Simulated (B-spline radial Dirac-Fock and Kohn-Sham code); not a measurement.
**Magnetic form factor of the 4f shell of Dy**

System: the Dy atom, configuration [Xe] 4f10 5d2 (an excited configuration).

Input of the calculation (task.json; shells as n, l, electrons):

```json
{"items": [{
  "Z": 66,
  "q": 0,
  "cfg": [[1, 0, 2], [2, 0, 2], [2, 1, 6], [3, 0, 2], [3, 1, 6], [3, 2, 10], [4, 0, 2], [4, 1, 6], [4, 2, 10], [4, 3, 10], [5, 0, 2], [5, 1, 6], [5, 2, 2]],
  "A": 164,
  "rrms": 5.2218,
  "do": ["scatter"],
  "s": [0.0, 0.05, 0.1, 0.15, 0.2, 0.25, 0.3, 0.35, 0.4, 0.45, 0.5, 0.6, 0.7, 0.8, 0.9, 1.0, 1.1, 1.2, 1.4, 1.6, 1.8, 2.0, 2.5, 3.0, 3.5, 4.0, 5.0, 6.0],
  "pz": [0, 0.1, 0.2, 0.3, 0.4, 0.5, 0.6, 0.8, 1.0, 1.2, 1.4, 1.6, 1.8, 2.0, 2.5, 3.0, 4.0, 5.0, 7.0, 10.0, 15.0, 20.0, 30.0, 40.0, 60.0, 100.0],
  "hv_scatter": [5000, 10000, 17479.3, 50000, 100000, 200000, 500000, 1000000]
}]}
```

Run with: `python xray_run.py task.json out`

The computed values come from a B-spline atomic structure program: configuration-average Dirac-Fock orbitals. ⟨j_K⟩ is the integral of the 4f radial density with the spherical Bessel function j_K(4πsr), s = sin θ/λ.

```
s (Å⁻¹)     ⟨j0⟩    ⟨j2⟩    ⟨j4⟩    ⟨j6⟩
      0   1.0000  0.0000  0.0000  0.0000
   0.05   0.9829  0.0068  0.0000  0.0000
    0.1   0.9347  0.0254  0.0005  0.0000
   0.15   0.8631  0.0517  0.0021  0.0001
    0.2   0.7773  0.0810  0.0055  0.0004
   0.25   0.6853  0.1094  0.0106  0.0011
    0.3   0.5934  0.1346  0.0173  0.0023
   0.35   0.5056  0.1553  0.0252  0.0041
    0.4   0.4246  0.1709  0.0337  0.0064
   0.45   0.3517  0.1815  0.0423  0.0092
    0.5   0.2873  0.1875  0.0507  0.0124
    0.6   0.1833  0.1881  0.0658  0.0196
    0.7   0.1087  0.1778  0.0775  0.0271
    0.8   0.0574  0.1610  0.0852  0.0343
    0.9   0.0236  0.1412  0.0891  0.0406
      1   0.0025  0.1208  0.0899  0.0458
    1.1  -0.0098  0.1014  0.0880  0.0497
    1.2  -0.0162  0.0837  0.0843  0.0524
    1.4  -0.0191  0.0547  0.0734  0.0542
    1.6  -0.0161  0.0341  0.0608  0.0526
```

Radial moments of the shell: ⟨r²⟩ = 0.9433, ⟨r⁴⟩ = 2.815, ⟨r⁶⟩ = 23.55 in powers of bohr.
